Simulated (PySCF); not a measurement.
Species: C₃H₉NOSi.
Atom-mapped SMILES: `[CH3:1][N:2]([CH3:3])[SiH2:4][CH:5]=[O:6]` (hydrogens: H7, H8, H9 on C1; H10, H11, H12 on C3; H13, H14 on Si4; H15 on C5)

The same species was optimised twice, with GFN2-xTB and with PBE0-D3(BJ)/def2-SVP (PySCF), and the same property calculations (PySCF, gas phase) were run on both structures.

```tsv
coordinate	GFN2-xTB	PBE0-D3(BJ)/def2-SVP	change
Si4–C5 (Å)	1.916	1.933	+0.017
N2–Si4 (Å)	1.718	1.732	+0.014
C1–N2 (Å)	1.446	1.443	-0.003
N2–C3 (Å)	1.443	1.441	-0.002
C5=O6 (Å)	1.205	1.206	+0.001
N2–Si4–C5 (°)	104.7	108.2	+3.5
C1–N2–Si4 (°)	122.7	119.5	-3.2
C3–N2–Si4 (°)	120.8	123.2	+2.4
C1–N2–C3 (°)	111.9	114.2	+2.3
Si4–C5–O6 (°)	124.0	122.9	-1.1
C1–N2–Si4–C5 (°)	-42	-57	-15
N2–Si4–C5–O6 (°)	146	148	+2
```

Rotational constants: A = 5989, B = 1602, C = 1344 MHz (GFN2-xTB) against A = 5966, B = 1521, C = 1323 MHz (PBE0-D3(BJ)/def2-SVP). Point groups within 0.08 Å: C1 and C1.

On the GFN2-xTB structure: isotropic polarisability (au) 74.1 [CAM-B3LYP/def2-SVPD]; HOMO (eV) -8.07 [CAM-B3LYP/def2-SVPD]; LUMO (eV) -0.39 [CAM-B3LYP/def2-SVPD]; dipole (D) 3.36 [CAM-B3LYP/def2-SVPD].

Problem. What do these properties become on the PBE0-D3(BJ)/def2-SVP structure?

Solution. 
```json
{"property": "isotropic polarisability (au)", "level": "CAM-B3LYP/def2-SVPD", "on GFN2-xTB": "74.1", "on PBE0-D3(BJ)/def2-SVP": "76.0", "change": "+1.9"}
{"property": "HOMO (eV)", "level": "CAM-B3LYP/def2-SVPD", "on GFN2-xTB": "-8.07", "on PBE0-D3(BJ)/def2-SVP": "-7.96", "change": "+0.11"}
{"property": "LUMO (eV)", "level": "CAM-B3LYP/def2-SVPD", "on GFN2-xTB": "-0.39", "on PBE0-D3(BJ)/def2-SVP": "-0.43", "change": "-0.04"}
{"property": "dipole (D)", "level": "CAM-B3LYP/def2-SVPD", "on GFN2-xTB": "3.36", "on PBE0-D3(BJ)/def2-SVP": "3.39", "change": "+0.03"}
{"property": "energy, GFN2-xTB geometry as zero (kcal/mol)", "level": "CAM-B3LYP/def2-SVPD", "on GFN2-xTB": "0.0", "on PBE0-D3(BJ)/def2-SVP": "-1.6", "change": "-1.6"}
```

The heavy atoms differ by 0.143 Å rms after alignment. Among bonds between heavy atoms Si4–C5 changes most (+0.017 Å). Changes are differences of the printed values. Neither structure is proved a minimum here.

Conformer computed: `[CH3:1][N:2]([CH3:3])[SiH2:4][CH:5]=[O:6]`: C1–N2–Si4–C5 -57°, N2–Si4–C5–O6 148°.
